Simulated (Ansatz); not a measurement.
`O[Si](O)(F)Cl` and `O[Si](O)(O)F` differ in one atom or group.

Ansatz, PBE0-D4/def2-TZVP geometries, multiplicity 1. Each molecule was computed in one conformer, which needn't be the lowest.

```tsv
property	`O[Si](O)(F)Cl`
HOMO energy (PBE/def2-TZVPP) / eV	-7.91
HOMO–LUMO gap (PBE/def2-TZVPP) / eV	7.25
LUMO energy (PBE/def2-TZVPP) / eV	-0.66
HOMO–LUMO gap (PBE0/def2-TZVPP) / eV	9.74
HOMO energy (PBE0/def2-TZVPP) / eV	-9.47
size of the dipole moment (PBE/def2-TZVPP) / D	2.12
```

**Question.** Give the same properties after the change, and the shifts. (Estimate.)

**Answer.** Ansatz gave: 
| property | `O[Si](O)(O)F` | shift |
| --- | --- | --- |
| HOMO energy (PBE/def2-TZVPP) / eV | -7.92 | -0.01 |
| HOMO–LUMO gap (PBE/def2-TZVPP) / eV | 7.39 | 0.14 |
| LUMO energy (PBE/def2-TZVPP) / eV | -0.53 | 0.13 |
| HOMO–LUMO gap (PBE0/def2-TZVPP) / eV | 10.15 | 0.41 |
| HOMO energy (PBE0/def2-TZVPP) / eV | -9.77 | -0.30 |
| size of the dipole moment (PBE/def2-TZVPP) / D | 0.50 | -1.62 |

With PBE0 the HOMO falls by 0.30 eV and the LUMO rises by 0.11 eV, so the gap widens by about 0.41 eV. PBE moves the HOMO by -0.01 eV and ωB97M-V by -0.48 eV. Dipoles are sizes alone; their direction can turn.
